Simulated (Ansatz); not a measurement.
N2O (SMILES N#[N+][O-]), singlet, geometry from GFN2-xTB; MP2/cc-pVTZ run with Ansatz (a quantum-chemistry and plane-wave program).

The Ansatz input:
Ansatz 0.2 input:
```yaml
crystal:
  periodic: [false, false, false]
  atoms:
    - {symbol: N, position_ang: [-0.00000000, -0.00000000, -1.17224503]}
    - {symbol: N, position_ang: [-0.00000000, -0.00000000, -0.06654726]}
    - {symbol: O, position_ang: [0.00000000, 0.00000000, 1.08394325]}
basis:
  gaussian:
    orbitals: cc-pVTZ
magnetization: {spin_polarized: false}
correlation: {method: mp2}
```

**Question.** Write the output that Ansatz gives for this input, abridged.

**Answer.** 
```
Functional definition: HF
553 factors; integrals over basis functions are off by at most 9.1e-4 eV
mean field evaluation 1: about -4998.3821 eV, gradient 3.2e1 eV
mean field evaluation 2: about -4998.3911 eV, gradient 3.2e1 eV
mean field evaluation 4: about -5000.1689 eV, gradient 2.9e0 eV
mean field evaluation 8: about -5000.1969 eV, gradient 3.4e-1 eV
mean field -5000.19753063 eV, -183.7538699951 hartree, gradient 4.8e-6 eV, S^2 0.000000; 0 other end points of the search recorded, 0 dependent functions left out
3 core orbitals not correlated
reference -5000.19753063 eV, -183.7538699951 hartree; 8, 8 occupied and 79, 79 virtual orbitals, 553 factors
second order -17.23946726 eV of doubles, -0.00000000 eV of singles
Total energy: -5017.43699789 eV, -184.3874087316 hartree
```
